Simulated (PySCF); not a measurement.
CH6BFGeO, SMILES CO[B](F)[GeH3].

Coordinates come from a TPSSh-D3(BJ)/def2-SVP optimisation. The structure was generated by enumeration, and PubChem lists no compound with its InChIKey, so it may never have been made. One conformer was computed; it need not be the lowest.

Two levels are set side by side: PBE/def2-TZVP (PySCF) and r2SCAN/def2-TZVP (PySCF). Same geometry, gas phase. Differences are taken from unrounded values.

| quantity | PBE |
|---|---|
| orbital gap (eV) | 5.63 |
| highest occupied level (eV) | -7.02 |
| lowest empty level (eV) | -1.38 |
| dipole moment (D) | 2.26 |
| mean polarisability (bohr³) | 64.7 |

These are the PBE values. What does r2SCAN give? (An estimate is asked for; the answer gives what the named calculation found.)


| quantity | r2SCAN | PBE minus r2SCAN |
|---|---|---|
| orbital gap (eV) | 6.18 | -0.55 |
| highest occupied level (eV) | -7.32 | 0.30 |
| lowest empty level (eV) | -1.14 | -0.25 |
| dipole moment (D) | 2.30 | -0.04 |
| mean polarisability (bohr³) | 62.8 | 1.9 |

Rough cost on one machine, each run with all the roots and properties that it gave: r2SCAN against PBE about 3 times.
